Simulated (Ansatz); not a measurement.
CrO$_{3}$ (SMILES [O]=[Cr](=[O])=[O]), singlet, geometry from GFN2-xTB (such geometries of metal compounds can be far from the true shape); BHLYP/6-31G** run with Ansatz (a first-principles code).

Ansatz was given this input:
Ansatz 0.2 input:
```yaml
crystal:
  periodic: [false, false, false]
  atoms:
    - {symbol: Cr, position_ang: [-0.00000000, -0.00000000, -0.00000000]}
    - {symbol: O, position_ang: [-1.07077093, -1.11835431, -0.13016836]}
    - {symbol: O, position_ang: [-0.05729490, 1.24258645, -0.93107827]}
    - {symbol: O, position_ang: [1.12806583, -0.12423215, 1.06124663]}
basis:
  gaussian:
    orbitals: 6-31G__.json
hamiltonian:
  xc: {name: BHLYP}
```
The basis file holds 6-31G** in the JSON format of the Basis Set Exchange.

The log (banner, timings and long lists left out):

```
Functional definition: BHLYP
702 factors; integrals over basis functions are off by at most 1.4e-3 eV
mean field evaluation 1: about -34516.1987 eV, gradient 1.4e2 eV
mean field evaluation 2: about -34081.7465 eV, gradient 5.1e2 eV
mean field evaluation 4: about -34547.7686 eV, gradient 5.6e1 eV
mean field evaluation 8: about -34551.7741 eV, gradient 6.4e-1 eV
mean field evaluation 16: about -34552.0393 eV, gradient 5.6e-3 eV
mean field -34552.03934950 eV, -1269.7640258808 hartree, gradient 7.4e-5 eV, S^2 0.000000; 0 other end points of the search recorded, 0 dependent functions left out
reference -34552.03953193 eV, -1269.7640325848 hartree; 24, 24 occupied and 57, 57 virtual orbitals, 702 factors
Total energy: -34552.03953193 eV, -1269.7640325848 hartree
```
